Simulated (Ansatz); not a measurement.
C$_{4}$H$_{7}$O$_{2}$ (SMILES [CH]1COCCO1), doublet, geometry from GFN2-xTB; PBE0/def2-SVP in Ansatz (a first-principles code).

Here is a job for Ansatz.
Ansatz 0.2 input:
```yaml
crystal:
  periodic: [false, false, false]
  atoms:
    - {symbol: C, position_ang: [0.59897094, 1.24885200, 0.15955364]}
    - {symbol: C, position_ang: [1.40570993, 0.04186595, -0.18560161]}
    - {symbol: O, position_ang: [0.63998807, -1.01955157, -0.71613892]}
    - {symbol: C, position_ang: [-0.52315057, -1.23203372, 0.04715519]}
    - {symbol: C, position_ang: [-1.39176690, 0.02645311, 0.03478837]}
    - {symbol: O, position_ang: [-0.69746739, 1.12408553, 0.58826941]}
    - {symbol: H, position_ang: [1.08959805, 2.09433224, 0.60908430]}
    - {symbol: H, position_ang: [1.94997237, -0.32539905, 0.71442836]}
    - {symbol: H, position_ang: [2.15598712, 0.28809110, -0.94310172]}
    - {symbol: H, position_ang: [-1.05001334, -2.06848449, -0.41340662]}
    - {symbol: H, position_ang: [-0.25934805, -1.48825256, 1.08495960]}
    - {symbol: H, position_ang: [-1.67272853, 0.25579124, -1.00256336]}
    - {symbol: H, position_ang: [-2.29221360, -0.10317418, 0.63818200]}
basis:
  gaussian:
    orbitals: def2-SVP
hamiltonian:
  xc: pbe0
magnetization: {spin_polarized: true, initial_magnetization: 1}
accuracy: high
```

Output, abridged:

```
Functional definition: PBE0
2972 factors; integrals over basis functions are off by at most 3.4e-9 eV
mean field evaluation 1: about -8333.9157 eV, gradient 2.9e1 eV
mean field evaluation 2: about -8334.1885 eV, gradient 2.9e1 eV
mean field evaluation 4: about -8337.8811 eV, gradient 1.8e0 eV
mean field evaluation 8: about -8338.2723 eV, gradient 1.6e-1 eV
mean field evaluation 16: about -8338.2724 eV, gradient 3.8e-4 eV
mean field -8338.27244307 eV, -306.4258603988 hartree, gradient 5.4e-8 eV, S^2 0.753833; 0 other end points of the search recorded, 0 dependent functions left out
reference -8338.27244572 eV, -306.4258604961 hartree; 24, 23 occupied and 95, 96 virtual orbitals, 2972 factors
Total energy: -8338.27244572 eV, -306.4258604961 hartree
```
